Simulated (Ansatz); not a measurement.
Input file for Ansatz (an electronic-structure program): R-wB97X-V/def2-TZVPP on CH5OSb (SMILES C[O][SbH2]), a point of a torsion scan. Elements past Kr take the def2 small-core potentials; no spin–orbit coupling.

Ansatz 0.2 input:
```yaml
crystal:
  periodic: [false, false, false]
  atoms:
    - {symbol: C, position_ang: [1.14188462, 0.10109193, 0.01677323]}
    - {symbol: O, position_ang: [0.23801863, -0.65333785, -0.73282259]}
    - {symbol: Sb, position_ang: [-1.70926894, -0.66318180, -0.26762714]}
    - {symbol: H, position_ang: [0.83470222, 1.14735811, 0.10237001]}
    - {symbol: H, position_ang: [1.28255822, -0.30536277, 1.02325306]}
    - {symbol: H, position_ang: [2.09615382, 0.05769876, -0.51085301]}
    - {symbol: H, position_ang: [-2.10425338, -0.04707413, -1.80047997]}
    - {symbol: H, position_ang: [-1.68902151, 0.95888858, 0.28828615]}
basis:
  gaussian:
    orbitals: def2-TZVPP
hamiltonian:
  xc: {name: wB97X-V}
scf: {lower_state_search: off}
```

The head of its log:

```
WARN ansatz: RAYON_NUM_THREADS=1 ignored (pool sized by the plan → 1); use --threads N
Functional definition: wB97X-V
these checks for a lower state are left out or cut short: stability, starts, cluster_reference, orbital_swaps, neighbouring_geometries, increment
integrals: 0.11 GiB planned
1062 factors; their error is unknown
integrals: 0.14 GiB planned
252 factors; integrals over basis functions are off by at most 1.1e-5 eV
mean field: 1.02 GiB planned
mean field evaluation 1: about -9698.3935 eV, gradient 4.5e1 eV
mean field evaluation 2: about -9696.1626 eV, gradient 6.0e1 eV
```

### Question
Give the final energy of this run.

### Answer
-356.5552 hartree.
